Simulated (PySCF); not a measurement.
# Er(OH)3 at several levels of theory

Computed with PySCF 2.14.0 (density fitting, no spin-orbit coupling) at the geometry relaxed with PBE0:

```xyz
7
Er(OH)3 (singlet in the valence; each metal's 4f electrons, 11 of them, lie in its core potential, out of spins and levels)
Er    0.0000    0.0000    0.1368
O     2.0230    0.0000    0.1435
H     2.9778    0.0000    0.1495
O    -1.0115    1.7519    0.1435
H    -1.4889    2.5788    0.1495
O    -1.0115   -1.7519    0.1435
H    -1.4889   -2.5788    0.1495
```

```json
{"level": "PBE0", "basis": "Er lcecp-1-SVP with ECP57, O def2-SVP, H def2-SVP", "state": "singlet", "HOMO (eV)": "-7.65", "gap (eV)": "6.36", "charge on Er1 (e)": "1.06", "population of f-type functions on Er1 (polarisation alone where 4f lies in the core)": "0.08", "dipole about the centre of mass (D)": "0.02", "largest force component (eV/Å)": "0.00"}
{"level": "PBE0", "basis": "Er lcecp-1-TZVP with ECP57, O def2-TZVP, H def2-TZVP", "state": "singlet", "HOMO (eV)": "-7.90", "gap (eV)": "6.54", "charge on Er1 (e)": "1.64", "population of f-type functions on Er1 (polarisation alone where 4f lies in the core)": "0.09", "dipole about the centre of mass (D)": "0.02", "largest force component (eV/Å)": "0.26"}
```

In the lcecp rows the 4f levels are missing from HOMO and gap, and the state counts the valence alone.

Charges are Mulliken's, which hang on the basis. The relaxation used the grid (50, 194), these runs (75, 302) or, all-electron (x2c bases, spin-free X2C Hamiltonian), (99, 590).

Problem. A further run in the first row's basis gives HOMO (eV) -6.13, gap (eV) 5.41, charge on Er1 (e) 1.20, population of f-type functions on Er1 (polarisation alone where 4f lies in the core) 0.07, dipole about the centre of mass (D) 0.02, largest force component (eV/Å) 0.27. Which level was it?
A. M06-L
B. PBE

Solution. A. The others give HOMO -5.96 eV (PBE).

In the first row's basis the gap widens with exact exchange: 3.9 to 5.4 eV for PBE, M06-L (none); 6.4 eV for PBE0 (a fixed share).

An lcecp potential fixes the number of 4f electrons, so in runs with it no electron can move into or out of that shell.
